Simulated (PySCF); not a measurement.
A species of formula C2H10GeSi has this rotational fingerprint, computed with PySCF 2.14.0, PBE0-D3(BJ)/def2-SVP geometry optimisation, gas phase:

```
Rotational constants : A = 4533, B = 2397, C = 1838 MHz
Dipole components    : |μa| = 0.96 D, |μb| = 0.00 D, |μc| = 0.41 D
Inertial defect      : -47.33 u·Å²
κ                    : -0.58
```

Question: Which candidate fits, each taken in the one conformer that was computed?
A. GeHMe2(SiH3) (`[H][Ge]([CH3])([CH3])[SiH3]`)
B. `[CH3:1][CH2:2][SiH2:3][GeH3:4]` with C1–C2–Si3–Ge4 -63°

Answer: A. It is [H][Ge]([CH3])([CH3])[SiH3], an asymmetric top. The candidates at the same level (rigid rotor, commonest isotopes):

```json
{"SMILES": "[H][Ge]([CH3])([CH3])[SiH3]", "A (MHz)": "4533", "B (MHz)": "2397", "C (MHz)": "1838", "μa (D)": "0.96", "μb (D)": "0.00", "μc (D)": "0.41", "Δ (u·Å²)": "-47.33", "point group": "near Cs", "rotor": "asymmetric top"}
{"SMILES": "CC[SiH2][GeH3]", "A (MHz)": "5891", "B (MHz)": "1512", "C (MHz)": "1298", "μa (D)": "0.99", "μb (D)": "0.24", "μc (D)": "0.25", "Δ (u·Å²)": "-30.67", "point group": "C1", "rotor": "near-prolate asymmetric top"}
```

`CC[SiH2][GeH3]` has B 37 % too low. No structure here is proved a minimum.
